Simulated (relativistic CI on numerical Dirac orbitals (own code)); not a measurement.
# What each ingredient does to the levels of Lu

Base calculation: Dirac-Coulomb-Breit CI, KLI orbitals optimised for each configuration, model QED (radiative potential, 1s self-energy scaled to tabulated hydrogen-like ionisation energies), valence Slater integrals scaled by 0.85, P86 correlation energy added to each configuration.

Configuration list (outside the closed core [Xe] 4f14): 5d 6s2, 6s2 6p, 5d 6s 6p, 5d2 6s, 6s2 7s, 6s2 7p, 6s2 6d, 5d3, 6s2 5f, 5d 6s 6d, 6s2 8s, 6s2 8p, 6s2 7d, 6s2 6f, 5d 6p2, 6p3, 6p2 7s, 6p2 7p, 6p2 6d, 6s 6p2. Double excitations out of closed p, d and f shells are left out; levels of such configurations are missing from the list, as are those of other unlisted configurations, and high levels can miss mixing partners. These lack a partner that the ground configuration has and come out too high: 6s2 5f, 6s2 8s, 6s2 8p, 6s2 7d, 6s2 6f.

Variants: (1) self-excluded LDA correlation estimate; (2) Slater integrals left unscaled; (3) Breit term removed; (4) only the first 3 configurations. Shifts of the energy above 5d 6s2 2D_3/2, in cm⁻¹, for the lowest level and the first level of each name with at least 55 % of one term (blank where a level changes its place among those of its configuration and J or its character, or is not in the variant):

```
           Level     Base    Δ(1)    Δ(2)    Δ(3)     Δ(4)  Measured
   5d 6s2 2D_3/2      0.0     0.0     0.0     0.0      0.0       0.0
   5d 6s2 2D_5/2   1383.7    +5.6   +23.6   +73.4   +103.8    1993.9
  6s2 6p 2P°_1/2   2676.1  +717.6   +82.2   -48.5  -3532.5    4136.0
  6s2 6p 2P°_3/2   5619.5  +720.9   +32.0    -9.9  -3130.6    7476.4
5d 6s 6p 4F°_3/2  14695.9  +376.5   -24.5    -1.5  -5239.3   17427.3
5d 6s 6p 4F°_5/2  15661.8  +376.4   +35.1   +24.7  -5242.8   18504.6
5d 6s 6p 4F°_7/2  17099.0  +375.9  +105.6   +68.7  -5265.1   20432.5
   5d2 6s 4F_3/2  18653.0  -375.8  +366.9   +55.8            18851.3
5d 6s 6p 4D°_1/2  18861.0  +377.7  +628.3   +17.7  -5261.0   20762.4
5d 6s 6p 4F°_9/2  18874.7  +375.9  +197.6  +116.9  -5265.3   22609.5
   5d2 6s 4F_5/2  18954.5  -371.8  +377.7   +79.7            19403.3
5d 6s 6p 4D°_3/2  19182.1  +378.3  +629.3   +28.8  -5240.0   21195.4
   5d2 6s 4F_7/2  19401.6  -366.4  +388.0  +115.4            20247.3
5d 6s 6p 2D°_5/2  19707.7  +391.6  +487.6   +43.0            21462.3
```

Correlation outside the listed configurations is missing or only estimated: errors of thousands of cm⁻¹ between configurations and terms are usual at this charge. Rates and lifetimes follow the computed energies and can be off by large factors. The fine structure of a lone outer electron comes out too small, for d and f at times inverted, and misplaced configurations move strength between like terms. 37 of the 46 excited levels that our extract of the measured tables holds in this range could be paired (the sources list more); they are missed by 1640 cm⁻¹ on average and 4310 at most, and levels without a partner can miss by more.

Measured levels: NIST Handbook of Basic Atomic Spectroscopic Data (Sansonetti and Martin, J. Phys. Chem. Ref. Data 34, 1559 (2005)).

Ionisation energy from the two ground configurations alone: base 5.283 eV; self-excluded LDA correlation estimate 5.436 eV. The NIST ASD value (measured) is 5.42587 eV. The gap of more than 2 % comes from missing correlation.

LS names give the leading component of a level, which can be under half, so a name can repeat, a term be missing and a line seem to break the LS rules.
